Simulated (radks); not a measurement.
The numbers below are computed, except where a source is named.
Spherical jellium clusters: N electrons in a uniform positive sphere of charge N and radius rs N^(1/3), rs = 5.23 bohr. Level of theory: non-relativistic Kohn-Sham, LDA (Slater exchange, Perdew-Wang correlation), spin-polarised, spherical densities (a radial shooting solver with Libxc functionals). Levels are named by radial order and angular momentum (1s, 1p, 1d, 2s, ...), and open shells are averaged over m.

N = 19, configuration 1s2 1p6 1d10 2s(up 1, down 0). This is the lowest configuration that the search found. Occupied and some empty levels:

level,occupation,eigenvalue (eV),<r> (bohr)
1s up,1,-3.7080,8.512
1s down,1,-3.6075,9.103
1p up,3,-3.2237,10.21
1p down,3,-3.1855,10.33
1d up,5,-2.6267,11.24
1d down,5,-2.6034,11.26
2s up,1,-2.3811,8.747
2s down,0,-2.1417,8.975
1f up,0,-1.9192,12.10
1f down,0,-1.8989,12.10
2p up,0,-1.4678,10.64
2p down,0,-1.3616,11.03
1g up,0,-1.1233,12.96
1g down,0,-1.1028,12.96

Energy (eV): total -34.8454, kinetic 20.133, external -840.44, Hartree 418.73, exchange-correlation -55.602, background 422.33.
